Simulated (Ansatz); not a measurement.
`N[SiH2][GeH3]` + NH₃ → `N[SiH2]N` + GeH₄ at 400 K and 1 bar (cleavage of the Si–Ge bond).

Program: Ansatz. Geometries: PBE0-D4/def2-TZVP. ΔE: electronic, gas phase. CCSD(T)/CBS is the MP2 limit (def2-TZVPP, def2-QZVPP) plus CCSD(T) − MP2 in def2-TZVPP, frozen cores. This one scheme is used for every species. For Ge outer-core shells are correlated without core-valence functions, which leaves a few kJ/mol of doubt a bond. Scalar relativity is left out up to krypton. Each species was taken in one conformer, which may not be the lowest.

| species | CCSD(T)/CBS energy (Eh) | H − E (kJ/mol) | S (J/(mol·K)) |
| --- | --- | --- | --- |
| `N[SiH2][GeH3]` | -2424.12162 | 205.9 | 373.9 |
| NH₃ | -56.50880 | 104.2 | 203.1 |
| `N[SiH2]N` | -402.15462 | 208.8 | 318.3 |
| GeH₄ | -2078.49493 | 93.6 | 231.8 |

H − E and S are ideal-gas, rigid-rotor, harmonic terms from PBE0-D4/def2-TZVP, for one conformer and one mirror image of each species. 1 Eh = 2625.50 kJ/mol, R = 8.31446 J/(mol·K).

**Question.** By hand: ΔE, ΔH, ΔS and ΔG.

**Answer.** ΔE = (-402.15462) + (-2078.49493) − (-2424.12162) − (-56.50880) = -0.01913 Eh = -50.2 kJ/mol. Δ(H − E) = 208.8 + 93.6 − 205.9 − 104.2 = -7.7, so ΔH = -57.9 kJ/mol. ΔS = 318.3 + 231.8 − 373.9 − 203.1 = -26.9 J/(mol·K). ΔG = -57.9 − 400 × (-26.9)/1000 = -47.1 kJ/mol.

**Question.** By hand: the equilibrium constant, and the temperature at which ΔG would vanish if ΔH and ΔS stayed fixed.

**Answer.** log₁₀ K = −ΔG/(RT ln 10) = 6.2. ΔG = 0 at ΔH/ΔS = 2152 K.

ΔH outweighs TΔS. A doubt of 5 kJ/mol in ΔE shifts log₁₀ K by 0.7 here. Other conformers and mirror images would add mixing entropy, several J/(mol·K) or more a flexible species. These are equilibria of isolated gas molecules and say nothing of rates. Largest T1 diagnostic: 0.012 (customary marks: 0.02 for closed shells, 0.045 for open ones).
